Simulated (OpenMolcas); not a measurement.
## Computed levels of neutral scandium

```json
{
 "Program": "OpenMolcas",
 "Method": "XMS-CASPT2, IPEA 0.25 Eh, imaginary shift 0.1 Eh (closed shells correlated: 3s 3p)",
 "Basis": "ANO-RCC-VTZP [6s5p3d2f1g]",
 "Scalar Hamiltonian": "DKH2, point nucleus",
 "Active space": "3 electrons in 6 orbitals (3d 4s)",
 "State averaging": "2S+1 = 2 even, 30 roots; 2S+1 = 4 even, 10 roots kept (CI in the orbitals of an earlier block)",
 "Spin-orbit coupling": "state interaction with AMFI integrals over the reference wave functions, term energies averaged over their components"
}
```

With spin-orbit coupling, above the lowest level:

```
Configuration  Term    J  E (cm-1)  Measured (cm-1)      g  Term weight %
       3d 4s2    2D  3/2       0.0              0.0  0.800             98
       3d 4s2    2D  5/2       139              168  1.200             98
       3d2 4s    4F  3/2     15750            11520  0.399            100
       3d2 4s    4F  5/2     15800            11558  1.029            100
       3d2 4s    4F  7/2     15870            11610  1.239            100
       3d2 4s    4F  9/2     15950            11677  1.334            100
       3d2 4s    2F  5/2     18860            14926  0.857            100
       3d2 4s    2F  7/2     18990            15042  1.143            100
       3d2 4s    2D  5/2     22220                   1.259             84
       3d2 4s    2D  3/2     22240                   0.857             92
       3d2 4s    4P  1/2     22340                   2.670            100
       3d2 4s    4P  3/2     22370                   1.678             94
       3d2 4s    4P  5/2     22450                   1.543             85
       3d2 4s    2P  1/2     25140                   0.666            100
       3d2 4s    2P  3/2     25200                   1.334            100
       3d2 4s    2G  7/2     26220                   0.889            100
       3d2 4s    2G  9/2     26220                   1.111            100
```

Against the 7 measured excited levels shown (NIST Handbook of Basic Atomic Spectroscopic Data) the mean absolute deviation is 3600 cm-1; the largest miss in energy is 3d2 4s 4F 9/2: computed 15950, measured 11677 cm-1 (+36.6 %).

Spin-orbit coupling puts the lowest level 83.2 cm-1 below the lowest spin-free term.

CASPT2 does not keep the components of a term degenerate, so their means are used; among the terms shown or strongly mixed into the levels shown the widest spread is 1600 cm-1 (3d2 4s 4F). Over all roots computed the reference weight is 0.80 to 0.92; the roots of lowest weight are the least certain, and an intruder state may touch them. Terms from blocks run as CI alone lack orbitals of their own. A single d shell beside an s shell can misplace configurations of different d count against each other. The CASPT2 spread within a term exceeds the gap to the next term for 3d2 4s 2D and 3d2 4s 4P, 3d2 4s 2P and 3d2 4s 2G, so the order of their levels is uncertain, and so are names and mixing where such terms share a J. Measured partners are found by configuration, term and J. A level has none where our copy of the source lacks it or the pairing is in doubt (some pairs that miss far off the trend of their configuration count as doubtful), and it then counts in no deviation. Only configurations of the active space appear. The first state left out of the spin-orbit step lies near 44000 cm-1 above the lowest spin-free state of the reference (among the parities and spins computed), and the list stops at four fifths of that energy or lower.

The CASPT2 steps took 11 s on 1 thread of Arm Neoverse V1, on a shared host; the integral step is not counted.

The term weight is that of the spin-free term in the level, not the purity of its configuration.
